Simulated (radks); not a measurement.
Results of a calculation; reference values are marked as such.
Task: Yb XLIV, 27 electrons, occupied as [Ar] 3d8.5 4d0.5 (fractional occupations, a model configuration). Level of theory: Dirac Kohn-Sham, LDA (Slater exchange, VWN5 correlation), spin-unpolarised, spherical densities, finite nucleus; open shells are shared between the two j in proportion to 2j + 1; Fermi nuclear charge, rms radius 5.3108 fm (a radial shooting solver on a logarithmic mesh with Libxc functionals).

Spin-orbit splittings of the eigenvalues, e(l+1/2) - e(l-1/2), with zeta = 2 splitting/(2l+1) and mean radii in bohr:

| shell | occ. | splitting (eV) | zeta (eV) | <r> j=l-1/2 | <r> j=l+1/2 |
|---|---|---|---|---|---|
| 2p | 6 | 1053 | 701.7 | 0.06852 | 0.07595 |
| 3p | 6 | ? | ? | 0.1999 | 0.2126 |
| 3d | 8.5 | 53.55 | 21.42 | 0.1853 | 0.1892 |
| 4d | 0.5 | 18.51 | 7.406 | 0.4116 | 0.4165 |

Estimate the 3p splitting.

Result: 238.6 eV (zeta = 159.1 eV).
